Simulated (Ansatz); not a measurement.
C₄H₈O₃, SMILES `COCOC(C)=O` at its PBE0-D4/def2-TZVP geometry, where that method's forces vanish. The species carries charge 0 and has multiplicity 1.

```xyz
15

C    -0.4422   -1.5829   -1.4862
O    -1.1852   -0.3895   -1.6224
C    -1.4202    0.2782   -0.4461
O    -0.2589    0.9810    0.0108
C     0.4513    0.4406    1.0202
C     1.6226    1.3086    1.3593
O     0.1724   -0.5916    1.5660
H     0.5991   -1.3814   -1.2156
H    -0.8806   -2.2374   -0.7253
H    -0.4665   -2.0799   -2.4552
H    -2.1562    1.0517   -0.6594
H    -1.7530   -0.3923    0.3522
H     2.2452    1.4521    0.4744
H     2.2006    0.8487    2.1568
H     1.2715    2.2943    1.6706
```

(1) What forces (eV/Å) does ωB97M-V/def2-TZVPP give on these atoms in the Gaussian-basis code of Ansatz? (Estimate.)

Answers

(1) The calculation gave: 
```
C1   0.158 -0.250  0.029
O2  -0.066  0.079 -0.208
C3  -0.301  0.053  0.194
O4   0.032  0.127 -0.115
C5   0.079 -0.005  0.062
C6   0.183  0.142  0.057
O7  -0.044 -0.130  0.035
H8  -0.078 -0.006 -0.014
H9   0.031  0.055 -0.055
H10  0.009  0.037  0.090
H11  0.064 -0.078  0.028
H12  0.018  0.054 -0.084
H13 -0.056 -0.023  0.068
H14 -0.047  0.034 -0.062
H15  0.019 -0.087 -0.023
```
